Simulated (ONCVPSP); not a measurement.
## Pseudopotential generation for Cr: ONCV, LDA (Perdew-Zunger), fully relativistic.

ONCVPSP 4.0.1 input, shortened (lines: element, Z, core and valence counts, functional; n l f; lmax; l rc ep ncon nbas qcut; lloc lpopt rc5 dvloc0; l nproj debl; icmod fcfact rcfact), LDA (Perdew-Zunger), fully relativistic:

```
  Cr 24.00    4    3        3      upf
    1    0    2.00
    2    0    2.00
    2    1    6.00
    3    0    2.00
    3    1    6.00
    3    2    4.00
    4    0    2.00
    3
    0    2.35    0.00    4    9    2.20
    1    1.45    0.00    4    8   11.00
    2    1.45    0.00    3    8    9.30
    3    2.55    0.17    5    8    4.80
    4    5    1.30    1.00
    0    3    3.20
    1    2    3.50
    2    1    0.90
    3    2    3.20
    0    0.00    0.00
```

Open shells are filled in proportion to 2j + 1.

- Cutoffs needed: 37 Ha and 41 Ha (the cutoffs (Ha) at which the residual kinetic energy of the hardest occupied pseudo-wave falls to 1 and 0.1 mHa per electron)
- Ghost test: no bound ghost flagged; GHOST(+) flagged for s at 142.0 eV
- Largest excitation error: +85 meV (all-electron minus pseudo) for 3p6 3d3 4s0, out of 4 test configurations
